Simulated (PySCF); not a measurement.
# Computed spin Hamiltonian

C₄H₁₁OSi (doublet state).
Structure used (GFN2-xTB), in Å, numbered top down from 1:
```
atom  x, y, z in Å
C1    -1.9186    0.6229    0.9075
C2    -1.5988   -0.6837    0.2989
C3    -0.9177   -0.7597   -1.0112
C4     0.6227   -0.7560   -0.8652
O5     1.0392    0.4562   -0.3205
Si6    2.4052    0.8591    0.4422
H7    -2.6016    0.5133    1.7473
H8    -1.0078    1.1141    1.2751
H9    -2.3572    1.2980    0.1711
H10   -1.6028   -1.5640    0.9204
H11   -1.1910    0.0981   -1.6288
H12   -1.1845   -1.6806   -1.5375
H13    1.0868   -0.8901   -1.8516
H14    0.9331   -1.5890   -0.2231
H15    3.5581    0.8304   -0.4635
H16    2.6839   -0.0566    1.5538
H17    2.0440    2.1994    0.8742
```

The hyperfine couplings belong to this conformer and change with its torsions.

As a line formula: `C[CH]CCO[SiH3]` [radical].

Theory: PySCF 2.14.0, UKS B3LYP, pcH-1 on C H O Si, non-relativistic, mean-field spin-orbit, GIAO. Geometry: GFN2-xTB, one conformer, isolated molecule. The geometry wasn't refined by DFT: couplings that depend on bond lengths, twists or pyramidal angles can differ widely from those at the functional's own minimum. Stability of the SCF solution: not tested.

```
g1, g2, g3      : 2.00213, 2.00270, 2.00294
g_iso           : 2.00259
Form of g       : rhombic: the two nearest values differ by 30 % of g3 − g1
⟨S²⟩            : 0.7538 (exact 0.7500)
Total energy    : -523.75916 Eh
Basis functions : 270
```

Hyperfine couplings atom by atom, in MHz; T1 to T3 are the principal values of the dipolar part; ρ(0) is the spin density at the nucleus:

```
atom  isotope  a_iso  of which spin–orbit     T1     T2     T3  Mulliken spin population  ρ(0) (bohr⁻³)
  C1      13C  -32.7                  0.0   -2.5   -0.2    2.7                     -0.08        -0.0291
  C2      13C  109.7                 -0.1  -80.2  -79.5  159.7                      1.02         0.0976
  C3      13C  -30.9                  0.0   -2.0   -0.8    2.8                     -0.08        -0.0275
  C4      13C   89.4                  0.0   -6.3   -5.8   12.0                      0.05         0.0795
  O5      17O    1.2                  0.0   -1.0    0.2    0.7                      0.00        -0.0019
 Si6     29Si   -2.2                  0.0   -0.5    0.2    0.3                      0.00         0.0025
  H7       1H   23.7                  0.0   -5.0   -4.2    9.2                      0.01         0.0053
  H8       1H  159.4                  0.0   -5.6   -2.6    8.2                      0.07         0.0357
  H9       1H   53.4                  0.0   -4.7   -4.5    9.3                      0.02         0.0120
 H10       1H  -58.6                  0.0  -38.1   -0.5   38.6                     -0.04        -0.0131
 H11       1H   15.6                  0.0   -5.1   -4.0    9.1                      0.01         0.0035
 H12       1H   51.6                  0.0   -5.3   -4.3    9.7                      0.02         0.0116
 H13       1H   13.7                  0.0   -3.5   -1.8    5.3                      0.01         0.0031
 H14       1H   -3.5                  0.0   -5.3   -2.1    7.5                      0.00        -0.0008
 H15       1H   -0.1                  0.0   -0.6   -0.5    1.1                      0.00         0.0000
 H16       1H    0.0                  0.0   -0.9   -0.8    1.7                      0.00         0.0000
 H17       1H    0.6                  0.0   -0.9   -0.7    1.6                      0.00         0.0001
```

Largest spin populations (Mulliken): C2 (+1.02), C1 (-0.08), C3 (-0.08) and H8 (+0.07). C2 is the only atom above +0.15. The positive populations add up to 1.21 and the negative ones to -0.21, together 2S = 1. The angles at C2 add up to 357.8°, so it is nearly planar; its axial dipolar tensor and the negative coupling of its proton fit spin in a p orbital normal to that plane.

Axes: g3 points within 14° of the C2–H10 bond.

Under fast tumbling the dipolar parts average out, and these isotropic splittings remain: 3 × 1H (H7/H8/H9, I = 1/2, 4 lines) with 2.81 mT, 1 × 1H (H10, I = 1/2, 2 lines) with 2.09 mT, 2 × 1H (H11/H12, I = 1/2, 3 lines) with 1.20 mT and 2 × 1H (H13/H14, I = 1/2, 3 lines) with 0.18 mT.

Means are taken over nuclei equivalent by connectivity, which assumes that they swap fast. The three 1H nuclei of mean +78.8 MHz run from 23.7 to 159.4 MHz in the frozen geometry. The 1H value of +33.6 MHz is a mean of couplings from 15.6 to 51.6 MHz in this one geometry, not an average over conformers. The 1H value of +5.1 MHz is a mean of couplings from -3.5 to 13.7 MHz in this one geometry, not an average over conformers.

The 13C coupling of C2 (109.7 MHz) shows only in satellite lines or after enrichment, since that isotope makes up about 1.07 % of natural carbon.

The spin density at the nucleus, in bohr⁻³, is negative for C1 (-0.0291), C3 (-0.0275) and H10 (-0.0131), for instance. A restricted open-shell determinant has no negative spin density anywhere; here it arises because α and β orbitals differ (spin polarisation).
